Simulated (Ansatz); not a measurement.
Geometry optimisation, RKS PBE-D4/def2-mTZVP in Ansatz 0.2.0.

Input:

```yaml
crystal:
  periodic: [false, false, false]
  atoms:
    - { symbol: C, position_ang: [0.122, 1.463, 0.6533] }
    - { symbol: B, position_ang: [-0.0188, -0.0785, 0.5837] }
    - { symbol: O, position_ang: [0.0795, -0.8574, 1.7963] }
    - { symbol: Sn, position_ang: [-0.2672, -1.096, -1.3561] }
    - { symbol: H, position_ang: [1.063, 1.8008, 1.0309] }
    - { symbol: H, position_ang: [-0.0468, 1.9459, -0.3788] }
    - { symbol: H, position_ang: [-0.7038, 1.9016, 1.3017] }
    - { symbol: H, position_ang: [1.1199, -1.0322, 1.8786] }
    - { symbol: H, position_ang: [-1.10768, -0.03381, 0.15797] }
    - { symbol: H, position_ang: [0.9747, -0.7165, -2.4187] }
    - { symbol: H, position_ang: [-0.4051, -2.836, -1.0666] }
basis:
  gaussian: { orbitals: def2-mTZVP }
hamiltonian:
  xc: pbe
  dispersion: d4
relax:
  f_tol: 0.02
  max_steps: 50
```

Launched with:

```bash
$ ansatz run input.yaml --threads 2 --pin off --max-ram 3072MiB --backend cpu --events-out ev --progress --plain --runs-dir out
```

**Question.** Where does it end, and by what steps?

**Answer.** The forces met the threshold. The force dipped under the threshold on the way, but the program's further checks kept it going. After 20 steps the energy has fallen by 3.377 eV; H10 moved furthest, 1.34 Å.

```
step  energy less start (eV)  largest force component (eV/Å)  accepted
   0                  0.0000                           3.598       yes
   1                 -1.1536                           2.239       yes
   2                 -1.8587                           1.771       yes
   3                 -2.3187                           0.917       yes
   4                 -2.6434                           0.770       yes
   5                 -2.8293                           0.699       yes
   6                 -2.9724                           0.461       yes
   7                 -3.0956                           1.679       yes
   8                 -3.2235                           1.036       yes
   9                 -3.3397                           0.392       yes
  10                 -3.3329                           0.671        no
  11                 -3.3629                           0.434       yes
  12                 -3.3696                           0.135       yes
  13                 -3.3694                           0.207        no
  14                 -3.3739                           0.045       yes
  15                 -3.3756                           0.017       yes
  16                 -3.3764                           0.031       yes
  17                 -3.3766                           0.029       yes
  18                 -3.3767                           0.038       yes
  19                 -3.3769                           0.021       yes
  20                 -3.3769                           0.013       yes
```

```xyz
11
Properties=species:S:1:pos:R:3
C 0.225 1.457 0.681
B -0.082 -0.079 0.755
O 0.067 -0.874 1.858
Sn 0.689 -1.331 -1.458
H 1.130 1.742 1.240
H 0.333 1.829 -0.348
H -0.614 2.022 1.129
H 0.497 -0.415 2.604
H -0.806 -0.629 -0.112
H -0.319 -0.454 -2.645
H -0.310 -2.807 -1.522
```

Time of the run: 56 s on 2 threads of Arm Neoverse V2, on a shared host, peak memory 0.23 GiB.
